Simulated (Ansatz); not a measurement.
CH7AlB2Si, SMILES `CB1[BH][AlH][SiH2]1`, relaxed with RKS PBE-D4/def2-SVP in Ansatz from a rough embedded geometry. The force threshold is 0.03 eV/Å; the program also tests the step.

The species carries charge 0 and has multiplicity 1.

Start:

```xyz
12

C     0.940   -1.766    0.506
B     0.258   -0.460    0.029
B    -0.143    0.110   -1.514
Al   -1.143    1.947   -1.026
Si   -0.503    1.066    0.997
H     2.036   -1.787    0.064
H     0.420   -2.648    0.169
H     1.070   -1.727    1.595
H     0.011   -0.366   -2.651
H    -1.842    3.152   -1.635
H     0.539    1.820    1.663
H    -1.644    0.659    1.802
```

(1) By how much does the energy fall, and how many steps does the optimiser take? (An estimate is asked.)

(2) Which bonds change most? (Best estimate.)

(3) Give the relaxed structure. (Best estimate.)

Results:

(1) Computed: 2.52 eV, in 28 steps, 2 of them rejected.

(2) The calculation gave: B2–Si5 from 1.961 to 2.141 Å; Al4–Si5 from 2.298 to 2.428 Å; B2–B3 from 1.692 to 1.569 Å.

(3) Ansatz gave: 
```xyz
12

C     0.853   -1.981    0.550
B     0.224   -0.751   -0.162
B    -0.453    0.133   -1.267
Al   -1.521    1.852   -1.137
Si   -0.077    1.186    0.697
H     1.870   -1.738    0.930
H     0.921   -2.877   -0.101
H     0.259   -2.250    1.451
H     0.217    0.757   -2.104
H    -2.356    2.970   -1.901
H     1.153    1.842    1.276
H    -1.089    0.857    1.766
```
